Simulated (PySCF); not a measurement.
**Assignment exercise: C₇H₉NOSi**

Atom-mapped SMILES (the numbers label the heavy atoms): `[CH:1]#[C:2][C@@H:3]1[SiH2:4][CH2:5][CH2:6][O:7][C@H:8]1[C:9]#[N:10]`. Each H is labelled by its parent atom. Ha(Si4), Ha(C5), Ha(C6) are cis to C2 on the ring; Hb(Si4), Hb(C5), Hb(C6) are trans to C2 on the ring.

Computed data (PySCF): GIAO PBE0/pcSseg-1 shieldings, coordinates at the GFN2-xTB level. Gas phase, one conformer, no relativistic terms.

Shifts are taken against calculated references (same method and geometry level): ¹³C (σref 186.93) and ¹H (σref 31.72) against TMS.

Problem. Assign these signals to the numbered atoms. ¹³C{¹H} NMR (computed): δ 121.6, 87.7, 78.7, 69.1, 65.7, 19.1, 8.2.

Solution. 
| δ (ppm) | atoms | environment | reason |
| --- | --- | --- | --- |
| 121.6 | C9 | nitrile carbon | typical of a nitrile |
| 87.7 | C2 | alkyne carbon | the triple bond shields along its axis, which puts it between sp3 and sp2 carbons |
| 78.7 | C1 | terminal alkyne carbon | the triple bond shields along its axis, which puts it between sp3 and sp2 carbons |
| 69.1 | C8 | sp3 CH bonded to O, α to a nitrile | pulled downfield by the heteroatom |
| 65.7 | C6 | sp3 CH2 bonded to O | the inductive effect lowers its shielding |
| 19.1 | C3 | propargylic sp3 CH bonded to Si | – |
| 8.2 | C5 | sp3 CH2 bonded to Si | an electropositive neighbour leaves it electron-rich and shielded |

Problem. Assign these signals to the numbered atoms. ¹H NMR (500 MHz, computed): δ 5.08 (m, 1H), 4.81 (m, 1H), 4.39 (m, 1H), 4.27 (m, 1H), 4.15 (m, 1H), 2.14 (m, 1H), 1.70 (d, 1H), 1.56 (m, 1H), 0.57 (m, 1H).

Solution. 
```tsv
δ (ppm)	atoms	environment	reason
5.08	H(C8)	hydrogen on an sp3 CH bonded to O, α to a nitrile	its carbon carries O, hence the downfield position
4.81	Hb(Si4)	hydrogen on a silicon bonded to 2 C, in a 6-membered ring	–
4.39	Ha(C6)	hydrogen on an sp3 CH2 bonded to O	its carbon carries O, which withdraws density
4.27	Ha(Si4)	hydrogen on a silicon bonded to 2 C, in a 6-membered ring	–
4.15	Hb(C6)	hydrogen on an sp3 CH2 bonded to O	its carbon carries O, hence the downfield position
2.14	H(C3)	hydrogen on a propargylic sp3 CH bonded to Si	–
1.70	H(C1)	hydrogen on a terminal alkyne carbon	it lies on the axis of the triple bond, in its shielding cone
1.56	Ha(C5)	hydrogen on an sp3 CH2 bonded to Si	–
0.57	Hb(C5)	hydrogen on an sp3 CH2 bonded to Si	an electropositive neighbour shields it, as in TMS itself
```

Ha(Si4) and Hb(C6) lie closer than the usual error of such a calculation, so a measured spectrum could show them in the other order.

Shifts are as computed. Against solution values, carbons near 30 ppm lie about +3 ppm off and those near 130 ppm about +5 ppm. Of 1211 compounds with measured shifts, 218 miss one by over three times the rms of a fit or turn the order of signals round; such compounds aren't used in these exercises. No couplings were computed; multiplicities are counted from neighbouring protons, with m where these are inequivalent, close in shift, in a saturated or five-membered ring or joined by F or P, and br s for small geminal =CH2 splittings.
